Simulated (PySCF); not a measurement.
A species of formula C7H9BO2 has this rotational fingerprint, computed with PBE0-D3(BJ)/def2-SVP geometry optimisation, gas phase in PySCF:

```
Rotational constants : A = 3247, B = 781.8, C = 635.0 MHz
Dipole components    : |μa| = 3.91 D, |μb| = 0.78 D, |μc| = 0.00 D
Inertial defect      : -6.23 u·Å²
κ                    : -0.89
```

Question: Which structure is it? (One computed conformer of each.)
A. `[OH:1][B:2]([OH:3])[C:4]1=[CH:5][CH:6]=[CH:7][C:8]12[CH2:9][CH2:10]2` with H–O1–B2–O3 -179°, O1–B2–O3–H 0°
B. `CB(C)c1ccc(=O)oc1`
C. `[CH3:1][c:2]1[cH:3][cH:4][c:5]([B:6]([OH:7])[OH:8])[cH:9][cH:10]1` with C5–B6–O7–H 180°, C5–B6–O8–H -1°

Answer: B. It is CB(C)c1ccc(=O)oc1, an asymmetric top, point group Cs. The candidates at the same level (rigid rotor, commonest isotopes):

```json
{"SMILES": "Cc1ccc(B(O)O)cc1", "A (MHz)": "3628", "B (MHz)": "735.6", "C (MHz)": "614.0", "μa (D)": "0.77", "μb (D)": "1.12", "μc (D)": "0.06", "Δ (u·Å²)": "-3.25", "point group": "near Cs", "rotor": "near-prolate asymmetric top"}
{"SMILES": "OB(O)C1=CC=CC12CC2", "A (MHz)": "2013", "B (MHz)": "1255", "C (MHz)": "822.1", "μa (D)": "0.02", "μb (D)": "0.24", "μc (D)": "0.06", "Δ (u·Å²)": "-38.87", "point group": "near Cs", "rotor": "asymmetric top"}
{"SMILES": "CB(C)c1ccc(=O)oc1", "A (MHz)": "3247", "B (MHz)": "781.8", "C (MHz)": "635.0", "μa (D)": "3.91", "μb (D)": "0.78", "μc (D)": "0.00", "Δ (u·Å²)": "-6.23", "point group": "Cs", "rotor": "asymmetric top"}
```

`OB(O)C1=CC=CC12CC2` has B 61 % too high; `Cc1ccc(B(O)O)cc1` has A 12 % too high. In the right answer the mirror of this Cs structure is the ab plane, so μc vanishes by symmetry (the 0.01 D computed is a residue). No structure here is proved a minimum.
